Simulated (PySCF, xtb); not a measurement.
Al(Me)2 (C2H6Al), SMILES [CH3][Al][CH3], multiplicity 2.

Harmonic wavenumbers (cm⁻¹) from xtb with GFN2-xTB at its own minimum, in rising order: 33, 53, 105, 438, 448, 458, 480, 574, 633, 1279, 1296, 1448, 1452, 1454, 1455, 2901, 2903, 2904, 2905, 2913, 2914.

Q: What does PySCF with B3LYP-D3(BJ)/def2-TZVP give at its own minimum? (An estimate is asked for; the answer gives what the named calculation found.)

A: 49, 75, 167, 534, 547, 548, 575, 660, 744, 1196, 1207, 1434, 1441, 1447, 1459, 2998, 3001, 3059, 3062, 3107, 3107. Paired by order, the mean absolute difference is 85 cm⁻¹ and the zero-point energies are 41.5 and 43.5 kcal/mol.
